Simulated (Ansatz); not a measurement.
Molecular dynamics of C$_{2}$H$_{12}$N$_{4}$Si

input.yaml

```yaml
crystal:
  periodic: [false, false, false]
  atoms:
    - { symbol: Si, position_ang: [0.021579, -0.014544, 0.008767] }
    - { symbol: "N", position_ang: [0.080653, -0.204842, 1.731215] }
    - { symbol: C, position_ang: [-1.144715, -0.523167, 2.491995] }
    - { symbol: H, position_ang: [-1.862043, -1.013047, 1.815264] }
    - { symbol: H, position_ang: [-0.925329, -1.210575, 3.328421] }
    - { symbol: H, position_ang: [-1.629552, 0.375025, 2.923829] }
    - { symbol: C, position_ang: [1.098963, 0.507362, 2.529484] }
    - { symbol: H, position_ang: [1.454726, -0.117915, 3.367795] }
    - { symbol: H, position_ang: [1.955522, 0.741247, 1.878325] }
    - { symbol: H, position_ang: [0.721368, 1.45479, 2.96328] }
    - { symbol: "N", position_ang: [1.690244, 0.011794, -0.456584] }
    - { symbol: H, position_ang: [2.267734, -0.809695, -0.202098] }
    - { symbol: H, position_ang: [1.889804, 0.257206, -1.443082] }
    - { symbol: "N", position_ang: [-0.626462, 1.412374, -0.735896] }
    - { symbol: H, position_ang: [-1.633156, 1.593035, -0.56243] }
    - { symbol: H, position_ang: [-0.112667, 2.292624, -0.542713] }
    - { symbol: "N", position_ang: [-1.064813, -1.263539, -0.500468] }
    - { symbol: H, position_ang: [-0.824881, -2.237466, -0.241794] }
    - { symbol: H, position_ang: [-1.351172, -1.250667, -1.495811] }
basis:
  gaussian: { orbitals: STO-3G }
hamiltonian:
  xc: cam_b3lyp
  dispersion: d4
md:
  timestep: 0.5
  n_steps: 100
  ensemble: nvt_langevin
  temperature: 400.0
  initial_velocities: maxwell_boltzmann
  seed: 881277
  friction: 0.05
```

Run as:

```bash
$ ansatz run input.yaml --threads 1 --pin off --max-ram 2048MiB --backend cpu --events-out ev --progress --plain --runs-dir out
```

It starts from a relaxed structure.

Output, in part (step lines, the closing report, with atoms numbered from 0):

```
md step     0: t =     0.00 fs  T =   378.9 K  F+E_penalty+E_count = -15907.93309745 eV  E_kin = 0.930672 eV  (21 SCF iters)
[... lines left out ...]
Total energy: -15907.01464867 eV, -584.5720061770 hartree
Atom 0 at     0.002685    -0.025831     0.012525 Å, force     0.666560    -0.820337    -1.074316 eV/Å
Atom 1 at     0.028538    -0.272156     1.659214 Å, force     0.487731    -0.277785     2.132315 eV/Å
Atom 2 at    -1.076156    -0.644869     2.540811 Å, force    -3.430180     1.099068    -3.817421 eV/Å
Atom 3 at    -1.854846    -1.218910     1.939552 Å, force     1.183657     0.203115     0.866751 eV/Å
Atom 4 at    -0.690955    -1.180761     3.348821 Å, force     0.526472    -1.509315     2.203278 eV/Å
Atom 5 at    -1.641598     0.255885     2.872059 Å, force     0.369436    -0.183855     0.548384 eV/Å
Atom 6 at     1.075766     0.222418     2.515007 Å, force     3.662222     0.354237    -0.999886 eV/Å
Atom 7 at     1.406342    -0.524297     3.249152 Å, force    -0.381174    -0.219459     0.463032 eV/Å
Atom 8 at     2.034593     0.384814     1.901479 Å, force    -1.604903     0.381147     0.816204 eV/Å
Atom 9 at     0.804400     1.138421     3.050257 Å, force     0.068752     0.453449     0.254667 eV/Å
Atom 10 at     1.736747     0.099767    -0.446366 Å, force     0.034402    -1.023543    -0.224155 eV/Å
Atom 11 at     2.352487    -0.672725    -0.072191 Å, force    -0.548463     0.274666     0.191832 eV/Å
Atom 12 at     1.951104     0.037641    -1.479450 Å, force    -0.633754     0.363527     0.391566 eV/Å
Atom 13 at    -0.528309     1.439200    -0.703472 Å, force    -0.250231     1.573138     0.234211 eV/Å
Atom 14 at    -1.429884     1.873288    -0.354313 Å, force     0.705066    -0.507408    -0.234648 eV/Å
Atom 15 at     0.239809     2.130551    -0.471833 Å, force    -0.751991    -0.082091    -0.482793 eV/Å
Atom 16 at    -1.137505    -1.297596    -0.371308 Å, force     0.903755     1.139476     1.397377 eV/Å
Atom 17 at    -0.686228    -2.215815    -0.257087 Å, force    -0.065994    -0.719822    -0.267190 eV/Å
Atom 18 at    -1.427698    -1.170144    -1.319006 Å, force    -0.941363    -0.498210    -2.399208 eV/Å
Dipole moment:     0.133797    -0.192075    -0.092119 e Å
```

The steps, from the saved trajectory:

```tsv
time (fs)	T (K)	potential energy less start (eV)
0	379	0.000
1.5	301	0.239
3	240	0.457
4.5	195	0.543
6	193	0.653
7.5	284	0.628
9	501	0.441
10.5	508	0.449
12	456	0.438
13.5	369	0.585
15	327	0.679
16.5	309	0.804
18	342	0.810
19.5	375	0.644
21	297	0.721
22.5	274	0.836
24	281	0.776
25.5	299	0.734
27	271	0.730
28.5	340	0.612
30	326	0.714
31.5	305	0.763
33	395	0.674
34.5	404	0.736
36	384	0.868
37.5	462	0.738
39	520	0.654
40.5	450	0.935
42	449	1.013
43.5	404	0.952
45	351	1.112
46.5	351	1.203
48	471	0.916
49.5	423	0.844
```

The run went to its last step. A run of 0.05 ps of so small a system gives no equilibrium averages. Limits of this set-up: minimal basis.

The same pairs are bonded in the first frame and the last. Pairs count as bonded within 1.25 times the sum of covalent radii (0.12 Å more for H–H).

Last frame:

```xyz
19
Properties=species:S:1:pos:R:3
Si 0.003 -0.026 0.013
N 0.029 -0.272 1.659
C -1.076 -0.645 2.541
H -1.855 -1.219 1.940
H -0.691 -1.181 3.349
H -1.642 0.256 2.872
C 1.076 0.222 2.515
H 1.406 -0.524 3.249
H 2.035 0.385 1.901
H 0.804 1.138 3.050
N 1.737 0.100 -0.446
H 2.353 -0.673 -0.072
H 1.951 0.038 -1.479
N -0.528 1.439 -0.704
H -1.430 1.873 -0.354
H 0.240 2.131 -0.472
N -1.137 -1.298 -0.371
H -0.686 -2.216 -0.257
H -1.428 -1.170 -1.319
```

Run time: 5.9 min on 1 thread of Intel(R) Xeon(R) 6975P-C (Granite Rapids) (shared host), peak memory 0.18 GiB.
